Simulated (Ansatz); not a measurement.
```xyz
12

C     1.343   -1.675    1.190
O     0.588   -0.779    0.424
Al   -0.200    0.668    0.712
Cl   -0.178    1.523    2.612
O    -1.018    1.453   -0.512
C    -1.247    1.195   -1.870
H     0.877   -2.664    1.174
H     1.435   -1.356    2.235
H     2.350   -1.767    0.771
H    -2.323    1.130   -2.059
H    -0.782    0.260   -2.202
H    -0.844    2.012   -2.476
```

Total charge 0; spin multiplicity 1.

(1) List the ωB97M-V/def2-TZVPP orbital energies in eV (Ansatz 0.2.0). (Estimate.)

Answers

(1) The calculation gave: Occupied: -2771.62, -1532.59, -525.85, -525.79, -282.70, -282.65, -262.03, -199.47, -199.40, -199.38, -117.18, -76.83, -76.71, -76.66, -30.77, -30.54, -25.30, -21.76, -21.58, -16.46, -15.66, -15.19, -15.18, -15.05, -14.82, -13.26, -11.87, -11.67, -11.01, -10.98, -10.97, -10.61. Lowest empty: 1.15, 1.79, 2.88, 3.01, 3.82, 4.39, 4.93, 5.09.
